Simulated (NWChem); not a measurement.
System meant: C$_{5}$H$_{8}$; SMILES C=CCC=C

Here is an NWChem input.

```
start job
memory heap 200 mb stack 900 mb global 1100 mb
geometry units angstroms noautoz
  C      0.552321     0.037726     2.219270
  C     -0.334148     0.271385     1.251616
  C     -0.486421    -0.544042     0.000000
  C     -0.334148     0.271385    -1.251616
  C      0.552321     0.037726    -2.219270
  H      1.257618    -0.797862     2.159891
  H      0.606900     0.671424     3.108419
  H     -1.017375     1.125038     1.353763
  H     -1.497801    -0.995803     0.000000
  H      0.233091    -1.378375     0.000000
  H     -1.017375     1.125038    -1.353763
  H      1.257618    -0.797862    -2.159891
  H      0.606900     0.671424    -3.108419
end
basis spherical
  C library def2-svp
  H library def2-svp
end
dft
  odft
  mult 2
  xc xpbe96 cpbe96
  iterations 150
  mulliken
end
task dft energy
```

End of the output:

```
 ==============================================================================
                                 internuclear angles
 ------------------------------------------------------------------------------
        center 1       |       center 2       |       center 3       |  degrees
 ------------------------------------------------------------------------------
    2 C                |   1 C                |   6 H                |   121.52
    2 C                |   1 C                |   7 H                |   121.47
    6 H                |   1 C                |   7 H                |   117.02
    1 C                |   2 C                |   3 C                |   125.26
    1 C                |   2 C                |   8 H                |   118.85
    3 C                |   2 C                |   8 H                |   115.89
    2 C                |   3 C                |   4 C                |   112.93
    2 C                |   3 C                |   9 H                |   108.30
    2 C                |   3 C                |  10 H                |   110.18
    4 C                |   3 C                |   9 H                |   108.30
    4 C                |   3 C                |  10 H                |   110.18
    9 H                |   3 C                |  10 H                |   106.70
    3 C                |   4 C                |   5 C                |   125.26
    3 C                |   4 C                |  11 H                |   115.89
    5 C                |   4 C                |  11 H                |   118.85
    4 C                |   5 C                |  12 H                |   121.52
    4 C                |   5 C                |  13 H                |   121.47
   12 H                |   5 C                |  13 H                |   117.02
 ------------------------------------------------------------------------------
                            number of included internuclear angles:         18
 ==============================================================================

 Summary of "ao basis" -> "" (spherical)
 ------------------------------------------------------------------------------
       Tag                 Description            Shells   Functions and Types
 ---------------- ------------------------------  ------  ---------------------
 C                          def2-svp                 6       14   3s2p1d
 H                          def2-svp                 3        5   2s1p

  pbe96 is a nonlocal functional; adding pw91lda local functional.

                                 NWChem DFT Module
                                 -----------------

 Summary of "ao basis" -> "ao basis" (spherical)
 ------------------------------------------------------------------------------
       Tag                 Description            Shells   Functions and Types
 ---------------- ------------------------------  ------  ---------------------
 C                          def2-svp                 6       14   3s2p1d
 H                          def2-svp                 3        5   2s1p

      Symmetry analysis of basis
      --------------------------

        a'         61
        a"         49

  number of electrons :                   38
  multiplicity        :                    2
 ------------------------------------------------------------------------
  no. of electrons and multiplicity not compatible                  38
 ------------------------------------------------------------------------
 ------------------------------------------------------------------------
  current input line :
    29: task dft energy
 ------------------------------------------------------------------------
 ------------------------------------------------------------------------
 There is an error in the input file
 ------------------------------------------------------------------------
 For more information see the NWChem manual at https://nwchemgit.github.io

0: no. of electrons and multiplicity not compatible:Received an Error in Communication
```

### Question
Can this run be used? If not, why, and what is the fix?

### Answer
The input was rejected before any calculation. Cause: the multiplicity doesn't fit the number of electrons (an even count wants an odd multiplicity, and the reverse). This input runs:
```
start job
memory heap 200 mb stack 900 mb global 1100 mb
geometry units angstroms noautoz
  C      0.552321     0.037726     2.219270
  C     -0.334148     0.271385     1.251616
  C     -0.486421    -0.544042     0.000000
  C     -0.334148     0.271385    -1.251616
  C      0.552321     0.037726    -2.219270
  H      1.257618    -0.797862     2.159891
  H      0.606900     0.671424     3.108419
  H     -1.017375     1.125038     1.353763
  H     -1.497801    -0.995803     0.000000
  H      0.233091    -1.378375     0.000000
  H     -1.017375     1.125038    -1.353763
  H      1.257618    -0.797862    -2.159891
  H      0.606900     0.671424    -3.108419
end
basis spherical
  * library def2-svp
end
dft
  xc xpbe96 cpbe96
  iterations 150
  mulliken
end
task dft energy
```
It converges to -194.87703 Ha (PBE/def2-SVP).
